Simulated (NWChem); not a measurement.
## Atomisation of THF (C₄H₈O)

```
C
H 1 1.1080
H 1 1.1104 2 107.79
C 1 1.5344 2 112.90 3 -122.60
H 4 1.1121 1 113.03 2 87.21
H 4 1.1180 5 107.24 1 122.47
O 4 1.4281 5 109.21 6 119.25
C 7 1.4281 4 110.10 5 134.50
H 8 1.1121 7 109.21 4 134.50
H 8 1.1180 9 107.24 7 -119.25
C 8 1.5344 9 113.03 10 -122.47
H 11 1.1080 8 112.90 9 87.21
H 11 1.1104 12 107.79 8 122.60
```
Charge 0, spin multiplicity 1.

All runs are NWChem calculations. Structure: optimised with PBE/def2-SVP, a minimum by its harmonic frequencies. It is one conformer; others weren't searched.

Basis set: def2-SVP. The atomisation energy is electronic alone: no zero-point, thermal, spin-orbit or counterpoise terms. No value is extrapolated to the basis-set limit. Free atoms are single determinants with multiplicities C 3, O 3, H 2.

The stability of the SCF solutions was not checked. Open-shell Hartree-Fock references start from PBE0 orbitals.

### Question
Order these methods by the atomisation energy they give, lowest first: CAM-B3LYP, PBE, LDA (SVWN5), HF.

### Answer
HF (945.7 kcal/mol), CAM-B3LYP (1273.8 kcal/mol), PBE (1298.7 kcal/mol), LDA (SVWN5) (1463.2 kcal/mol)
